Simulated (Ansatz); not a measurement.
Total energies of CHF5Si (`F[SiH](F)C(F)(F)F`).

| atom | x (Å) | y (Å) | z (Å) |
| --- | --- | --- | --- |
| F1 | 1.552 | 0.697 | -1.176 |
| Si2 | 0.259 | -0.164 | -0.910 |
| F3 | -0.914 | 0.369 | -1.819 |
| C4 | -0.256 | 0.126 | 0.920 |
| F5 | -0.498 | 1.414 | 1.193 |
| F6 | 0.707 | -0.291 | 1.759 |
| F7 | -1.369 | -0.566 | 1.218 |
| H8 | 0.519 | -1.584 | -1.185 |

Charge 0, multiplicity 1. Geometry: relaxed with PBE0-D4/def2-TZVP. Basis def2-TZVPP, Ansatz 0.2.0.

RPA on PBE orbitals: Hartree–Fock energy of these orbitals -824.87430 Eh, correlation -2.27276 Eh (frozen core).

```tsv
functional	energy without D4 (Eh)	D4 term (kJ/mol)
CAM-B3LYP	-827.69021	-13.8
LC-ωPBE	-827.41944	–
```

(1) Give the same for LDA (SPW92), PBE, revPBE, BLYP, r2SCAN, B97M-V, PBE0, B3LYP, r2SCANh, r2SCAN0, HSE06 (plane-wave form), BHLYP, ωB97X-V, ωB97M-V, B2PLYP, PBE-QIDH. (Estimate.)

B3LYP takes the VWN-RPA correlation (the form of Gaussian; ORCA's B3LYP/G). HSE06 is the plane-wave form, built on full-range PBE exchange. The double hybrids freeze the cores in their second-order part.

## Answers

(1) Ansatz gave: 
| functional | energy without D4 (Eh) | D4 term (kJ/mol) |
| --- | --- | --- |
| LDA (SPW92) | -823.15200 | – |
| PBE | -827.13934 | -16.4 |
| revPBE | -827.55119 | -52.5 |
| BLYP | -827.75546 | -36.6 |
| r2SCAN | -827.55899 | -4.0 |
| B97M-V | -827.54832 | – |
| PBE0 | -827.16415 | -13.7 |
| B3LYP | -827.82185 | -26.4 |
| r2SCANh | -827.52722 | -4.2 |
| r2SCAN0 | -827.48156 | -4.6 |
| HSE06 (plane-wave form) | -827.13635 | -12.7 |
| BHLYP | -827.60506 | -19.3 |
| ωB97X-V | -827.58158 | – |
| ωB97M-V | -827.66400 | – |
| B2PLYP | -827.39683 | – |
| PBE-QIDH | -827.01874 | – |

LC-ωPBE has ω = 0.4 bohr⁻¹.
